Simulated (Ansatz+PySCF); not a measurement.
**singlet Li2F2: levels of theory in one basis**

```xyz
4

Li    1.1047    0.0000    0.0000
Li   -1.1047    0.0000    0.0000
F     0.0000    1.2925    0.0000
F     0.0000   -1.2925    0.0000
```

Basis set: def2-SVP (spherical functions). Frozen core: 2 orbitals. Charge 0, multiplicity 1.

Computed with Ansatz (development build ahead of 0.2.0); each method stands on the lowest determinant of its kind that the runs found. NEVPT2 correlates all electrons. Active spaces start from the frontier orbitals, and the lowest solution found is given.

```csv
method,E − E(RHF) (eV),<S²> of the determinant
RHF,0.00,0.00
RHF-CCSD,-11.19,–
RHF-CCSD(T),-11.29,–
"CASSCF(2,2)",-0.39,–
"SC-NEVPT2(2,2)",-11.18,–
```

(1) What does RHF-MP2 give on the same scale?

(2) Is a single determinant a sound starting point here?

Answers

(1) -11.09 eV.

(2) By this sign, yes. Unrestricted orbitals gain 0.00 eV and <S²> is 0.00 against 0.00 for a pure state. The CASSCF(2,2) natural occupations are 1.99, 0.01.

Caution for CASSCF(2,2): other starts end on other solutions of this active space.
